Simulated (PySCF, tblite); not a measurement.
Species: CH9OPSi2.
Geometry (GFN2-xTB, Å), atoms numbered from 1 in this order:
```
atom  x, y, z in Å
C1     1.952   -1.303    0.355
O2     0.647   -1.065   -0.077
Si3    0.003    0.352   -0.558
Si4   -2.237   -0.213   -0.603
P5     0.727    1.955    0.863
H6     1.959   -2.234    0.924
H7     2.306   -0.486    0.990
H8     2.624   -1.399   -0.502
H9     0.623    0.784   -1.831
H10   -2.526   -1.401   -1.406
H11   -2.818   -0.443    0.726
H12   -2.997    0.895   -1.192
H13   -0.124    2.930    0.383
H14   -0.140    1.625    1.891
```

Computed, not measured: PBE0/pcSseg-1 in PySCF (dipole) on a GFN2-xTB geometry, gas phase.

Masses are those of the commonest isotopes; rigid-rotor values at the optimised geometry. The values belong to one conformer with, in the numbering `[CH3:1][O:2][Si@@H:3]([SiH3:4])[PH2:5]`, C1–O2–Si3–Si4 -168°, O2–Si3–P5–H -170° and -77°.

Problem. Give the principal moments of inertia and the rotational constants in MHz.

Solution. Ia = 202.25, Ib = 299.71, Ic = 459.30 u·Å²; 505379 MHz·u·Å²/I gives A = 2499, B = 1686, C = 1100 MHz.

Problem. What kind of rotor is it?

Solution. An asymmetric top. Ray's parameter κ = (2B − A − C)/(A − C) = -0.162; −1 is the prolate and +1 the oblate limit.

Problem. What does the inertial defect say?

Solution. Not planar: Δ = Ic − Ia − Ib = -42.65 u·Å². For a rigid frame Δ = −2 Σ m c², so Σ m c² = 21.32 u·Å² lies off the ab plane: 10.86 from hydrogen and 10.47 from heavier atoms. The atom farthest from that plane is 2.00 Å away.

Problem. Give the other two planar moments, Paa and Pbb, and the rms extents of the mass along the axes.

Solution. Paa = Σ m a² = (Ib + Ic − Ia)/2 = 278.38 and Pbb = Σ m b² = (Ia + Ic − Ib)/2 = 180.92 u·Å². With the mass M = 123.99 u, the rms extents √(P/M) along a, b and c are 1.50, 1.21, 0.41 Å.

Problem. Where do the levels up to J = 2 lie, in cm⁻¹?

Solution. Above 0(0,0):
J = 1: 1(0,1) 0.0929, 1(1,1) 0.1201, 1(1,0) 0.1396
J = 2: 2(0,2) 0.2715, 2(1,2) 0.2864, 2(1,1) 0.3450, 2(2,1) 0.4264, 2(2,0) 0.4338
Those of J = 1 are B + C, A + C and A + B.

Problem. Predict some low-J microwave lines.

Solution. The dipole components are |μa| = 0.33 D, |μb| = 0.14 D, |μc| = 0.07 D. Intensities carry the squares of the components, which stand as 1.00 : 0.18 : 0.05 (a : b : c). Some lines, for components of 0.1 D or more:

| type | branch | J(Ka,Kc) | MHz | lower level (cm⁻¹) |
| --- | --- | --- | --- | --- |
| a | Q | 4(3,1) ← 4(3,2) | 362 | 1.276 |
| a | Q | 1(1,0) ← 1(1,1) | 586 | 0.120 |
| a | Q | 3(2,1) ← 3(2,2) | 957 | 0.705 |
| a | Q | 2(1,1) ← 2(1,2) | 1758 | 0.286 |
| b | Q | 2(1,1) ← 2(0,2) | 2206 | 0.271 |
| b | Q | 2(2,0) ← 2(1,1) | 2660 | 0.345 |
| b | Q | 3(2,1) ← 3(1,2) | 2693 | 0.647 |
| a | R | 1(0,1) ← 0(0,0) | 2787 | 0.000 |
| b | Q | 4(3,1) ← 4(2,2) | 4194 | 1.148 |
| b | R | 2(0,2) ← 1(1,1) | 4539 | 0.120 |
| b | Q | 3(3,0) ← 3(2,1) | 4748 | 0.737 |
| a | R | 2(1,2) ← 1(1,1) | 4987 | 0.120 |
| b | Q | 3(2,2) ← 3(1,3) | 5195 | 0.532 |
| a | R | 2(0,2) ← 1(0,1) | 5351 | 0.093 |
| b | Q | 4(1,3) ← 4(0,4) | 5560 | 0.852 |
| b | Q | 3(3,1) ← 3(2,2) | 5648 | 0.705 |
| b | Q | 4(2,3) ← 4(1,4) | 6510 | 0.854 |
| a | R | 3(1,3) ← 2(1,2) | 7361 | 0.286 |
| a | R | 3(2,2) ← 2(2,1) | 8360 | 0.426 |
| a | R | 4(1,4) ← 3(1,3) | 9652 | 0.532 |
| a | R | 4(0,4) ← 3(0,3) | 9774 | 0.526 |
| b | R | 4(2,2) ← 3(1,3) | 18480 | 0.532 |

Its GFN2-xTB frequencies are all real (lowest 28 cm⁻¹). No vibrational averaging or centrifugal distortion is included, and the geometry carries the error of its method. A rigid rotor knows nothing of internal rotation, which can split or shift real lines.

The run took 16 s wall on an Arm Neoverse V2 with one thread, no GPU, on a shared host. This is the PBE0/pcSseg-1 job that gave the dipole, with the shieldings it also computed.
